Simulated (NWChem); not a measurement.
All runs are NWChem calculations. System: HCl$_{3}$Si, charge 0, spin multiplicity 1, at a geometry optimised with B3LYP/def2-SVP. The structure started from a generated list of species. Level: CCSD(T)/def2-SVPD, 20 core orbitals frozen.

Output (cleaned and shortened):

```
             Northwest Computational Chemistry Package (NWChem) 7.3.0
             --------------------------------------------------------

                                NWChem Input Module
                                -------------------

 Scaling coordinates for geometry "geometry" by  1.889725989
 (inverse scale =  0.529177249)

 Turning off AUTOSYM since
 SYMMETRY directive was detected!

                             Geometry "geometry" -> ""
                             -------------------------

 Output coordinates in angstroms (scale by  1.889725989 to convert to a.u.)

  No.       Tag          Charge          X              Y              Z
 ---- ---------------- ---------- -------------- -------------- --------------
    1 Si                  14.0000     0.03249300     0.50697400     0.00000000
    2 Cl                  17.0000    -0.97933700    -0.11593000     1.67994700
    3 Cl                  17.0000    -0.97933700    -0.11593000    -1.67994700
    4 Cl                  17.0000     1.92445400    -0.30205300     0.00000000
    5 H                    1.0000     0.12682900     1.97888800     0.00000000

 Effective nuclear repulsion energy (a.u.)     334.4877882287

            Nuclear Dipole moment (a.u.)
            ----------------------------
        X                 Y               Z
 ---------------- ---------------- ----------------
    -0.0000170075     0.0000056692     0.0000000000

      Symmetry information
      --------------------

 Group name             Cs
 Group number              2
 Group order               2
 No. of unique centers     4

      Symmetry unique atoms

     1    2    4    5


 Summary of "ao basis" -> "" (spherical)
 ------------------------------------------------------------------------------
       Tag                 Description            Shells   Functions and Types
 ---------------- ------------------------------  ------  ---------------------
 *                         def2-svpd                  on all atoms

 Summary of "ao basis" -> "ao basis" (spherical)
 ------------------------------------------------------------------------------
       Tag                 Description            Shells   Functions and Types
 ---------------- ------------------------------  ------  ---------------------
 Si                        def2-svpd                10       24   5s3p2d
 Cl                        def2-svpd                11       27   5s4p2d
 H                         def2-svpd                 4        8   2s2p
[...]
           No. of orbitals :   226
            Alpha orbitals :   113
             Beta orbitals :   113
        Alpha frozen cores :    20
         Beta frozen cores :    20
     Alpha frozen virtuals :     0
      Beta frozen virtuals :     0
         Spin multiplicity : singlet
    Number of AO functions :   113
       Number of AO shells :    47
        Use of symmetry is : on
      Symmetry adaption is : on
         Schwarz screening : 0.10D-09

          Correlation Information
          -----------------------
          Calculation type : Coupled-cluster singles & doubles w/ perturbation
   Perturbative correction : (T)
            Max iterations :      100
        Residual threshold : 0.10D-05
     T(0) DIIS level shift : 0.00D+00
     L(0) DIIS level shift : 0.00D+00
     T(1) DIIS level shift : 0.00D+00
     L(1) DIIS level shift : 0.00D+00
     T(R) DIIS level shift : 0.00D+00
     T(I) DIIS level shift : 0.00D+00
   CC-T/L Amplitude update :  5-th order DIIS
                I/O scheme : Global Array Library
        L-threshold :  0.10D-05
        EOM-threshold :  0.10D-05
 no EOMCCSD initial starts read in
 TCE RESTART OPTIONS
 SLICE:      F
 D4D5:       F
 quantumc:   F
 qrotation:  F
 pwtce:      F
 qducc:      F
 nacto:                         0
 nrotv:                         0
 nrot:                          0

            Memory Information
            ------------------
          Available GA space size is     249024031 doubles
          Available MA space size is     104853964 doubles

 Maximum block size supplied by input
 Maximum block size        24 doubles

 tile_dim =     24

 -------------------------------------------------
   1    alpha     a'     8 doubles       0       1
   2    alpha     a"     5 doubles       8       2
   3    beta      a'     8 doubles      13       1
   4    beta      a"     5 doubles      21       2
   5    alpha     a'    24 doubles      26       5
   6    alpha     a'    24 doubles      50       6
   7    alpha     a"    16 doubles      74       7
   8    alpha     a"    16 doubles      90       8
   9    beta      a'    24 doubles     106       5
  10    beta      a'    24 doubles     130       6
  11    beta      a"    16 doubles     154       7
  12    beta      a"    16 doubles     170       8

 Global array virtual files algorithm will be used

 Parallel file system coherency ......... OK

 4-electron integrals stored in orbital form

 v2    file size   =          8010001
 4-index algorithm nr.  13 is used
 imaxsize =       30
 imaxsize ichop =        0


CCSD iterations
 ---------------------------------------------------------
 Iter          Residuum       Correlation     Cpu    Wall
 ---------------------------------------------------------
    1   0.1505321556921  -0.5299594006644     0.8     0.8
    2   0.0397168435048  -0.5621625924088     0.8     0.8
    3   0.0127292716286  -0.5697319337031     0.8     0.8
    4   0.0044958878354  -0.5715433396298     0.8     0.8
    5   0.0016613853587  -0.5721876095553     0.8     0.8
    6   0.0003266710479  -0.5724711407954     0.8     0.8
    7   0.0001431910185  -0.5725002208232     0.8     0.8
    8   0.0000632877033  -0.5725031193728     0.8     0.8
    9   0.0000341672466  -0.5725040607758     0.8     0.8
   10   0.0000173720683  -0.5725049180928     0.8     0.8
   11   0.0000039835805  -0.5725053378250     0.8     0.8
   12   0.0000016628534  -0.5725056846881     0.8     0.8
   13   0.0000008492511  -0.5725056908785     0.8     0.8
 -----------------------------------------------------------------
 Iterations converged
 CCSD correlation energy / hartree =        -0.572505690878484
 CCSD total energy / hartree       =     -1668.236732890132544

 Singles contributions

 Doubles contributions
 CCSD(T)
 Using plain CCSD(T) code
             total no. of tasks          160
 total no. of tasks / no. procs          160
                         wl_min       512000           8.9
                         wl_max      7077888          13.9
        thresh for no. of tasks          160

 CCSD[T]  correction energy / hartree =        -0.016917608588555
 CCSD[T] correlation energy / hartree =        -0.589423299467038
 CCSD[T] total energy / hartree       =     -1668.253650498721072
 CCSD(T)  correction energy / hartree =        -0.016548797961906
 CCSD(T) correlation energy / hartree =        -0.589054488840389
 CCSD(T) total energy / hartree       =     -1668.253281688094376

 Task  times  cpu:       63.2s     wall:       63.2s

 Total times  cpu:       63.2s     wall:       63.2s
```

Q: Write an NWChem input that would produce this output.

A: Several could match; the one computed here: 
```
start mol
memory heap 100 mb stack 700 mb global 1900 mb
geometry units angstroms nocenter noautoz
  Si     0.032493     0.506974     0.000000
  Cl    -0.979337    -0.115930     1.679947
  Cl    -0.979337    -0.115930    -1.679947
  Cl     1.924454    -0.302053     0.000000
  H      0.126829     1.978888     0.000000
  symmetry group Cs
end
basis spherical
  * library def2-svpd
end
scf
  rhf
  nopen 0
  maxiter 100
  thresh 1e-7
  semidirect memsize 60000000 filesize 0
end
tce
  freeze core 20
  ccsd(t)
  2eorb
  2emet 13
  thresh 1e-6
  maxiter 100
  tilesize 24
end
task tce energy
```
